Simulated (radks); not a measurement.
The numbers below are computed, except where a source is named.
Q: These are the eigenvalues of the occupied orbitals of an atom or ion with whole-number occupations (hartree). Level of theory: non-relativistic Kohn-Sham, SCAN, spin-polarised, spherical densities, point nucleus; meta-GGA in the generalised Kohn-Sham scheme (a radial shooting solver on a logarithmic mesh with Libxc functionals).

1s up: -71.86243
1s down: -71.66669
2s up: -10.21548
2s down: -9.87371
2p up: -8.69593
2p down: -8.28026

Which element is it, and in what charge state? The configuration may be excited. Open shells, if any, are filled with parallel spins first.

A: Z = 14, silicon, charge +6: Si6+ in [He] 2s2 2p4. The list shows which subshells hold electrons but not how many an open one holds; the 1s level, -71.862 hartree, gives Z - s = 12.0 by -(Z - s)^2/2, which with screening narrows Z to a few neighbours, and the depths of the outer levels then fix element, charge and occupations together.
